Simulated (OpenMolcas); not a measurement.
## 5s² 5p³ along the 51-electron sequence

- Program: OpenMolcas 26.06
- Method: SS-RASPT2, IPEA 0.25 Eh, imaginary shift 0.1 Eh
- Basis: ANO-R2
- Scalar Hamiltonian: X2C, finite nucleus
- Spin-orbit coupling: RASSI with atomic mean-field integrals over the reference wave functions, term energies averaged over their components

Active space for each ion: 5 electrons in 9 orbitals (RAS2 5s 5p; RAS3 5d, at most 2 electrons); closed shells correlated by CASPT2: 4d.

Computed levels in cm-1 above ⁴S°_3/2:

```
                                Level    Te+    I2+   Xe3+
                              ²D°_3/2  11380  12470  13710
                              ²D°_5/2  13150  15110  17340
                              ²P°_1/2  21790  25200  28660
                              ²P°_3/2  24320  29200  34530
weight of ⁴S° in the lowest level (%)     96     93     89
```

Measured, with the error of the calculation in %. Measured levels: Te+ from NIST Handbook of Basic Atomic Spectroscopic Data; Xe3+ from Saloman, J. Phys. Chem. Ref. Data 33, 765 (2004).

```tsv
Level	Te+	Xe3+
²D°_3/2	10222 (+11.3)	13267 (+3.4)
²D°_5/2	12422 (+5.9)	17511 (-1.0)
²P°_1/2	20547 (+6.1)	28036 (+2.2)
²P°_3/2	24032 (+1.2)	35650 (-3.1)
```

²D°_3/2 changes by a factor of 1.2 over the same range, with steps per unit of Z of +1090, +1240 cm-1.

CASPT2 does not keep the components of a term degenerate, so their means are used; among the terms shown or strongly mixed into the levels shown the widest spread is 12 cm-1 (5s² 5p³ ²D°, Xe3+). The run also gave levels led by 5s² 5p² 5d, which use shells meant for correlation; these and all levels above them are left out. Measured partners are found by configuration, term and J. A level has none where our copy of the source lacks it or the pairing is in doubt (some pairs that miss far off the trend of their configuration count as doubtful), and it then counts in no deviation. Only configurations of the active space appear.

° marks odd parity.
